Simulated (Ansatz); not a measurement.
Reaction (ligand exchange at the Si–O bond): `O[SiH2]O[SiH2]Cl` + `[OH][SnH3]` → `Cl[SiH2][O][SnH3]` + `O[SiH2]O`

Computed with Ansatz on PBE0-D4/def2-TZVP structures; ΔE is electronic, products minus reactants. CBS: MP2 limit from def2 TZ/QZ plus the TZ coupled-cluster correction, frozen cores. Elements past krypton have def2 core potentials. For Sn outer-core shells are correlated without core-valence functions, which leaves a few kJ/mol of doubt a bond. One conformer a species, not always the lowest.

| species | MP2/def2-QZVPP energy (Eh) |
| --- | --- |
| `O[SiH2]O[SiH2]Cl` | -1191.34593 |
| `[OH][SnH3]` | -291.39159 |
| `Cl[SiH2][O][SnH3]` | -1040.89199 |
| `O[SiH2]O` | -441.85028 |

**Question.** Work out ΔE.

**Answer.** ΔE = (-1040.89199) + (-441.85028) − (-1191.34593) − (-291.39159) = -0.00475 Eh = -3.0 kcal/mol. CCSD(T)/CBS gives -2.8 kcal/mol.

Largest T1 diagnostic among the species: 0.014.
